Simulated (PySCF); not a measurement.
OSe, SMILES O=[Se] (connectivity only; charge and spin as stated), neutral, multiplicity 3. The structure is a stationary point at PBE-D3(BJ)/def2-TZVP.

These are PySCF with PBE-D3(BJ)/def2-TZVP values and carry that method's errors.

Harmonic wavenumbers (cm⁻¹): 896. Rotational constants (GHz): 13.73 (linear); symmetry number 1.

Task: Work out the zero-point energy and the ideal-gas rigid-rotor harmonic-oscillator thermochemistry at 298.15 K and 1 atm.

Result: ZPE = ½ Σ hcν = ½ × 896 cm⁻¹ = 1.28 kcal/mol. H − E(el) = 3.39 kcal/mol. Entropy in cal/(mol K): translation 39.56, rotation 14.14, vibration 0.14, spin 2.18, total 56.03. G − E(el) = -13.32 kcal/mol. Cp = 7.46 cal/(mol K).
